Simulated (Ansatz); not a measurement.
One change: `[SiH3][O][Al]([SH])[SH]` becomes `[SiH3][O][Al]([SH])[Cl]`.

Ansatz, PBE0-D4/def2-TZVP geometries, multiplicity 1. Each molecule was computed in one conformer, which needn't be the lowest.

| property | `[SiH3][O][Al]([SH])[SH]` |
| --- | --- |
| HOMO energy (ωB97M-V/def2-TZVPP) / eV | -9.86 |
| HOMO–LUMO gap (PBE/def2-TZVPP) / eV | 4.91 |
| LUMO energy (PBE/def2-TZVPP) / eV | -1.59 |
| HOMO–LUMO gap (B3LYP/def2-TZVPP) / eV | 6.44 |
| LUMO energy (B3LYP/def2-TZVPP) / eV | -0.99 |
| HOMO energy (PBE0/def2-TZVPP) / eV | -7.70 |

Question: Give the same properties after the change, and the shifts. (An estimate is asked.)

Answer: The calculation gave: 
| property | `[SiH3][O][Al]([SH])[Cl]` | shift |
| --- | --- | --- |
| HOMO energy (ωB97M-V/def2-TZVPP) / eV | -10.25 | -0.39 |
| HOMO–LUMO gap (PBE/def2-TZVPP) / eV | 5.08 | 0.17 |
| LUMO energy (PBE/def2-TZVPP) / eV | -1.76 | -0.17 |
| HOMO–LUMO gap (B3LYP/def2-TZVPP) / eV | 6.63 | 0.19 |
| LUMO energy (B3LYP/def2-TZVPP) / eV | -1.16 | -0.17 |
| HOMO energy (PBE0/def2-TZVPP) / eV | -8.07 | -0.37 |

With PBE0 the HOMO falls by 0.37 eV and the LUMO falls by 0.15 eV, so the gap widens by about 0.22 eV. PBE moves the HOMO by -0.34 eV and ωB97M-V by -0.39 eV.

B3LYP here is the variant with VWN-RPA as its local correlation; programs differ in this.
